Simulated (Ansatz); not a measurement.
`N#CB(Cl)Cl` + H₂S → `SB(Cl)Cl` + `C#N` at 400 K and 1 bar (ligand exchange at a B–C bond).

Calculated with Ansatz (gas phase, PBE0-D4/def2-TZVP geometries, no zero-point term in ΔE). CCSD(T)/CBS is the MP2 limit (def2-TZVPP, def2-QZVPP) plus CCSD(T) − MP2 in def2-TZVPP, frozen cores. This one scheme is used for every species. Each species was taken in one conformer, which may not be the lowest.

| species | CCSD(T)/CBS energy (Eh) | H − E (kJ/mol) | S (J/(mol·K)) |
| --- | --- | --- | --- |
| `N#CB(Cl)Cl` | -1037.17055 | 63.6 | 335.5 |
| H₂S | -398.97279 | 53.4 | 215.9 |
| `SB(Cl)Cl` | -1342.83724 | 66.5 | 332.8 |
| `C#N` | -93.32098 | 56.1 | 211.9 |

H − E and S are ideal-gas, rigid-rotor, harmonic terms from PBE0-D4/def2-TZVP, for one conformer and one mirror image of each species. 1 Eh = 2625.50 kJ/mol, R = 8.31446 J/(mol·K).

By hand: ΔE, ΔH, ΔS and ΔG.

ΔE = (-1342.83724) + (-93.32098) − (-1037.17055) − (-398.97279) = -0.01488 Eh = -39.1 kJ/mol. Δ(H − E) = 66.5 + 56.1 − 63.6 − 53.4 = 5.6, so ΔH = -33.5 kJ/mol. ΔS = 332.8 + 211.9 − 335.5 − 215.9 = -6.7 J/(mol·K). ΔG = -33.5 − 400 × (-6.7)/1000 = -30.8 kJ/mol.

By hand: the equilibrium constant, and the temperature at which ΔG would vanish if ΔH and ΔS stayed fixed.

log₁₀ K = −ΔG/(RT ln 10) = 4.0. ΔG = 0 at ΔH/ΔS = 5000 K, far beyond where these terms or the molecules hold.

The number of gas molecules stays the same, so ΔS is small and ΔH decides. A doubt of 5 kJ/mol in ΔE shifts log₁₀ K by 0.7 here. Other conformers and mirror images would add mixing entropy, several J/(mol·K) or more a flexible species. These are equilibria of isolated gas molecules and say nothing of rates. Largest T1 diagnostic: 0.014 (customary marks: 0.02 for closed shells, 0.045 for open ones).
